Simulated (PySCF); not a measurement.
## A search over the determinants of BiBr⁺

Unrestricted PBE0; Bi def2-SVP with ECP60, Br def2-SVP; scalar-relativistic core potentials (PySCF 2.14). Outer shells of the fragments: Bi+ 5d10 6s2 6p2; Br 3d10 4s2 4p5.

Followed along the bond (rough minima from three points):

```
2Ms+1  unpaired  ⟨S²⟩ at the start  R at minimum (Å)  Te (eV)
    2       π ↑               0.76              2.51     0.00
    4     π ↑↑↑               3.75  none in the scan   ≤ 1.98
```

Solutions found at the starting distance of 2.675 Å, counted from the lowest of them; the search is not exhaustive and high or unbound solutions are not listed, so other states can lie among these:

```csv
2Ms+1,unpaired,term,E (eV),⟨S²⟩,⟨Lz²⟩,μ (D)
2,π ↑,²Π,0.00,0.76,1.01,-3.27
4,π ↑↑↑,⁴Π,1.96,3.75,1.00,1.21
2,π ↑↑↓,mixed,2.33,1.76,3.01,1.23
2,σ ↑,²Σ⁺,2.35,0.76,0.00,-2.80
4,"σ ↑, π ↑↑",⁴Σ⁻,2.81,3.75,0.00,-0.39
2,"σ ↓, π ↑↑",mixed,3.06,1.76,0.00,-0.46
4,"σ ↑, π ↑↑",mixed,3.75,3.75,2.01,0.84
4,"σ ↑, π ↑↑",mixed,3.90,3.75,2.01,0.68
```

A term symbol is given only where ⟨S²⟩ and ⟨Lz²⟩ are close to those of a pure state; real π, δ and φ orbitals otherwise mix terms. A positive dipole points towards Br; it is taken about the centre of mass and depends on that origin.

These are scalar-relativistic numbers at best; spin–orbit coupling would shift them, the dissociation energy most. Counting both spins, an empty level lies below a filled one in some of these solutions, because spin and occupation are held.
